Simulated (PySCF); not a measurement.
**Variants of one PySCF input: Cl2Sn**

Base input, run as `OMP_NUM_THREADS=1 python input.py` with PySCF 2.14:

```python
from pyscf import gto, dft

mol = gto.M(
    atom='Sn 0 0 -0.5545; Cl 1.7562 0 0.9557; Cl -1.7562 0 0.9557',
    basis='3-21g',
    charge=0,
    spin=0,
    verbose=3,
)
mf = dft.RKS(mol, xc='r2scan')
mf.kernel()
mf.analyze()
print('orbital energies (hartree):', mf.mo_energy[..., max(0, mol.nelec[1]-3):mol.nelec[0]+3].round(4))
```

Base result: E(SCF) = -6914.671414 Eh, μ(SCF) = 3.41 D. No relativity is included for the heavy element. The basis is very small, so the numbers show the basis as much as the system.

Hardware: Arm Neoverse N1, 1 thread, shared host. Wall time 6.9 s, peak memory 0.28 GiB.

Each row names what differs from the base; energies in brackets are changes from the base.

| change | result | wall time (s) |
| --- | --- | --- |
| basis set: 3-21g → lanl2dz; core potential: off → on | E(SCF) = -33.374062 Eh, μ(SCF) = 3.57 D | 2.8 |
| electric field along z (a.u.): none → 0.2 [unsound on purpose] [may be another electronic state] | E(SCF) = -6915.807224 Eh (-30.9070 eV), μ(SCF) = 35.42 D | 11 |
| spin (2S): 0 → 4; SCF type: RKS → UKS [a high spin state] | E(SCF) = -6914.347784 Eh (+8.8064 eV), ⟨S²⟩ = 6.003, μ(SCF) = 0.55 D | 13 |
| geometry: coordinates × 0.98 → coordinates × 1.049 | E(SCF) = -6914.681949 Eh (-0.2867 eV), μ(SCF) = 4.47 D | 7.5 |
| electric field along z (a.u.): none → 0.001 | E(SCF) = -6914.670098 Eh (+0.0358 eV), μ(SCF) = 3.28 D | 7.3 |
| step after the SCF: analyze → mp2; SCF type: RKS → RHF; functional: r2scan → none (Hartree–Fock); frozen orbitals: default → 28 | E(SCF) = -6910.992017 Eh, E(MP2) − E(SCF) = -0.12571 Eh, μ(SCF) = 4.21 D | 1.7 |
| integration grid: default → 0 [unsound on purpose] | E(SCF) = -6914.585679 Eh (+2.3330 eV), μ(SCF) = 3.44 D | 2.2 |
| charge: 0 → -1; spin (2S): 0 → 1; SCF type: RKS → UKS [another spin of the ion may lie lower] [no diffuse functions for the anion] | E(SCF) = -6914.722288 Eh (-1.3843 eV), ⟨S²⟩ = 0.753 | 14 |
| level shift (hartree): none → 0.1 | E(SCF) = -6914.671414 Eh (+0.0000 eV), μ(SCF) = 3.41 D | 8.8 |
| basis set: 3-21g → x2c-svpall; spin-free X2C: off → on | E(SCF) = -7098.949906 Eh, μ(SCF) = 2.64 D | 13 |
